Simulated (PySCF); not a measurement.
Computed properties of Al(F)(Me)(NH2) (CH5AlFN), SMILES [CH3][Al]([NH2])[F]

Al(F)(Me)(NH2) (CH5AlFN), SMILES [CH3][Al]([NH2])[F]. Coordinates come from a B3LYP-D3(BJ)/def2-SVP optimisation. Other conformers were not sampled. All values are computed for the isolated molecule unless a solvent is named; none is compared with measurement here.

**Structure.** The optimised structure has Cs symmetry. All 21 harmonic modes at B3LYP-D3(BJ)/def2-SVP (PySCF) are real, so it is a minimum. With heavy atoms numbered as in [Al:1]([F:2])([CH3:3])[NH2:7], the shortest bond between them is Al1–F2 at 1.674 Å and the longest Al1–C3 at 1.943 Å.

**Vibrations.** The strongest infrared lines (harmonic, unscaled, degenerate partners summed) lie at 429 cm⁻¹ (184 km/mol, H 81 %, N 18 %), 910 cm⁻¹ (163 km/mol, Al 51 %, F 25 %, N 16 %), 828 cm⁻¹ (146 km/mol, Al 44 %, N 24 %, F 15 %, H 11 %). The softest mode is at 69 cm⁻¹ and the zero-point energy is 39.9 kcal/mol.

**Electronic structure.** HF/def2-TZVP (PySCF) places the frontier levels at -11.01 and 2.48 eV, a gap of 13.49 eV, and gives a dipole moment of 2.29 D and a mean polarisability of 38.6 bohr³.

**Excitations.** TDA-M06-2X/def2-SVPD (PySCF) has S1 at 6.23 eV (199 nm, f = 0.072, bright); the most intense of the 10 singlets computed lies at 7.54 eV (f = 0.24). T1 (TDA) is at 5.91 eV, 0.32 eV under S1. No vertical singlet excitation falls in the visible range (under 3.1 eV).

**NMR.** GIAO shifts at PBE0/pcSseg-1 (PySCF) (non-relativistic, atoms alike by connectivity averaged): ¹³C at -16.1 ppm against TMS; ¹H from -0.1 to 1.0 ppm against TMS; ¹⁹F at -179.7 ppm against CFCl3.
